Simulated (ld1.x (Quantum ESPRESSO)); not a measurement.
An all-electron radial function and its pseudo partner (Cu)

Columns: radius, all-electron u(r) and pseudo u(r) of the 3d shell (level -5.32 eV) of copper in the configuration [Ne] 3s2 3p6 3d10 4s1 4p0; LDA (PZ), scalar-relativistic, TM semilocal scheme, ld1.x (Quantum ESPRESSO) 7.5.

```tsv
r (bohr)	all-electron	pseudo
0.045	0.0151	0.0037
0.090	0.0819	0.0283
0.135	0.1925	0.0892
0.180	0.3253	0.1917
0.225	0.4611	0.3295
0.270	0.5874	0.4869
0.315	0.6971	0.6435
0.360	0.7869	0.7802
0.405	0.8567	0.8848
0.450	0.9077	0.9534
0.495	0.9419	0.9896
0.540	0.9618	1.0009
0.585	0.9698	0.9962
0.630	0.9684	0.9829
0.675	0.9596	0.9657
0.720	0.9450	0.9468
0.765	0.9263	0.9265
0.810	0.9044	0.9044
0.855	0.8805	0.8805
0.900	0.8552	0.8552
0.945	0.8290	0.8290
0.990	0.8025	0.8025
1.035	0.7760	0.7760
1.080	0.7496	0.7496
1.125	0.7237	0.7237
1.170	0.6983	0.6983
```

(1) How many radial nodes do the two functions have?

(2) At about which radius was the pseudo-wave matched?

(3) Where does each function peak?

(4) Is the pseudo-wave norm-conserving?

## Answers

(1) The all-electron 3d function has n − l − 1 = 0; the pseudo-wave has 0.

(2) 0.85 bohr. The columns agree to 0.0005 from 0.77 bohr on; several derivatives are matched, so the curves merge somewhat inside the radius.

(3) Outermost all-electron maximum near 0.58 bohr, pseudo maximum near 0.54 bohr (to the table’s step).

(4) Yes: the TM semilocal scheme keeps the norm inside the radius equal to the all-electron one, which fixes the energy derivative of the logarithmic derivative at the level.
